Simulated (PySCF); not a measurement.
# Exercise with solution: entropy of an ideal gas

BCl2, SMILES Cl[B]Cl (connectivity only; charge and spin as stated), charge +1, multiplicity 1.

Coordinates come from a PBE-D3(BJ)/def2-TZVP optimisation. The spin state was assumed, not searched. The isomer is the one that the SMILES or the coordinates give; other isomers of the formula were not compared.

PBE-D3(BJ)/def2-TZVP (PySCF 2.14.0) gives the harmonic wavenumbers 317, 317, 550, 1454 cm⁻¹ and the rotational temperature 0.1305 K. The molar mass is 81.71 g/mol, the symmetry number 2, the spin multiplicity 1.

Question: Work out the entropy at 298.15 K and 1 atm in the rigid-rotor, harmonic-oscillator model.

Answer: 
Translation (Sackur–Tetrode at 1 atm): S = R[1.5 ln M + 2.5 ln T − 1.16487] = 163.7 J/(mol K).
Rotation: q = T/(σ θ) = 1140, S = R[ln q + 1] = 66.9 J/(mol K).
Vibration: with u = 1.4388 ν/T, each mode gives R[u/(e^u − 1) − ln(1 − e^−u)]:
```json
[
 {"ν (cm⁻¹)": "317", "modes": "2", "u": "1.53", "S (J/(mol K))": "11.09"},
 {"ν (cm⁻¹)": "550", "modes": "1", "u": "2.65", "S (J/(mol K))": "2.28"},
 {"ν (cm⁻¹)": "1454", "modes": "1", "u": "7.02", "S (J/(mol K))": "0.06"}
]
```
These are all the modes. Sum 13.4 J/(mol K).
Spin: R ln 1 = 0.0 J/(mol K).
Total 243.9 J/(mol K); the program's own thermochemistry gives 244.0. Translation makes up 67 % and vibration 6 %. Anharmonicity, hindered rotation and orbital degeneracy are left out.
